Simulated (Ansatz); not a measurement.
Two isomers of C3H8BN: A = `BC(C)C=N`, B = `CC1(C)BN1`.

Isolated molecules relaxed with PBE0-D4/def2-TZVP in Ansatz; ΔE leaves out vibrations. CCSD(T)/CBS is the MP2 limit (def2-TZVPP, def2-QZVPP) plus CCSD(T) − MP2 in def2-TZVPP, frozen cores. Functionals use def2-TZVPP. B3LYP here is the variant with VWN-RPA as its local correlation; programs differ in this. One conformer a species, not always the lowest.

A:

Z-matrix (Å, degrees):
```
C
C 1 1.527
C 1 1.490 2 112.9
B 1 1.555 2 116.7 3 136.5
H 1 1.114 2 109.2 3 -117.2
H 2 1.093 1 111.7 3 58.3
H 2 1.091 1 110.8 3 179.2
H 2 1.093 1 110.8 3 -61.6
N 3 1.264 1 122.5 2 -130.8
H 3 1.101 1 114.8 2 49.6
H 4 1.195 1 121.3 2 -154.6
H 4 1.198 1 118.9 2 30.7
H 9 1.019 3 111.0 1 -178.4
```

B:

Z-matrix (Å, degrees):
```
C
C 1 1.510
H 1 1.097 2 111.4
H 1 1.092 2 111.5 3 -120.8
H 1 1.094 2 110.6 3 119.1
C 2 1.510 1 113.5 3 -58.6
B 2 1.567 1 121.7 3 140.8
N 2 1.470 1 116.3 3 80.4
H 6 1.092 2 111.5 1 179.5
H 6 1.094 2 110.6 1 -60.3
H 6 1.098 2 111.4 1 58.7
H 7 1.185 2 155.6 1 79.5
H 8 1.004 2 135.7 1 -68.9
```

Problem. Which is lower in electronic energy at CCSD(T)/CBS, and by how much? (Estimate.)

Solution. Computed: B, by 60.7 kJ/mol.

Problem. Give E(B) − E(A) in kJ/mol with MP2/def2-TZVPP, CCSD(T)/def2-TZVPP, PBE0-D4, CCSD/def2-TZVPP, PBE-D4, B3LYP-D4, HF/def2-TZVPP. (An estimate is asked.)

Solution. Ansatz gave: MP2/def2-TZVPP -67.9, CCSD(T)/def2-TZVPP -55.4, PBE0-D4 -75.4, CCSD/def2-TZVPP -53.3, PBE-D4 -74.5, B3LYP-D4 -57.2, HF/def2-TZVPP -27.8. None reverses the order clearly.

Largest T1 diagnostic: 0.012.

In def2-TZVPP, CCSD(T) changes the Hartree–Fock value by −27.6 kJ/mol (the triples alone add −2.1 kJ/mol) and MP2 by −40.2 kJ/mol.
